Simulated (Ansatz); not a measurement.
Born–Oppenheimer molecular dynamics of C$_{3}$H$_{10}$OSi (15 atoms, charge 0, multiplicity 1). It starts from a relaxed structure.

Computed with RKS PBE-D4/6-31G (Ansatz 0.2.0).

| Item | Value |
| --- | --- |
| ensemble | NVT, Langevin thermostat |
| time step | 1 fs |
| steps asked | 150 |
| set temperature | 2000 K |
| friction | 0.01 /fs |
| masses | H 10 u |
| seed | 444771 |

First frame:

```xyz
15
Properties=species:S:1:pos:R:3
Si -0.015 -0.047 -0.042
O 0.125 -0.224 1.705
H -0.692 -0.293 2.246
C 1.796 0.049 -0.614
H 2.337 -0.865 -0.319
H 1.859 0.158 -1.710
H 2.297 0.911 -0.145
C -0.970 1.550 -0.493
H -2.016 1.512 -0.142
H -0.484 2.431 -0.043
H -0.985 1.684 -1.589
C -0.905 -1.557 -0.812
H -1.950 -1.633 -0.467
H -0.916 -1.467 -1.913
H -0.382 -2.491 -0.546
```

(1) How far do the bonds stretch over the last three quarters of this one trajectory? (Pairs bonded in most of those frames.)

Results:

(1) 
```csv
bond,mean (Å),spread (Å),shortest,longest
Si1–O2,1.849,0.106,1.64,2.01
Si1–C4,1.952,0.115,1.74,2.17
Si1–C8,1.914,0.060,1.79,2.01
Si1–C12,1.968,0.106,1.83,2.20
O2–H3,1.034,0.110,0.84,1.25
C4–H5,1.123,0.072,1.00,1.29
C4–H6,1.126,0.074,1.00,1.34
C4–H7,1.139,0.081,0.95,1.31
C8–H9,1.154,0.088,1.00,1.33
C8–H10,1.115,0.051,1.03,1.20
C8–H11,1.117,0.075,0.99,1.26
C12–H13,1.137,0.075,0.99,1.26
C12–H14,1.134,0.076,1.00,1.31
C12–H15,1.127,0.046,1.02,1.23
```

Pairs bonded in part of these frames only: O2–H3 95 %.

Mean temperature of the second half: 1874 K. A run of 0.15 ps of so small a system gives no equilibrium averages. Limits of this set-up: no polarisation functions.

The run took 8.8 min on 1 thread of Arm Neoverse V2, with other jobs on the host, peak memory 0.13 GiB.
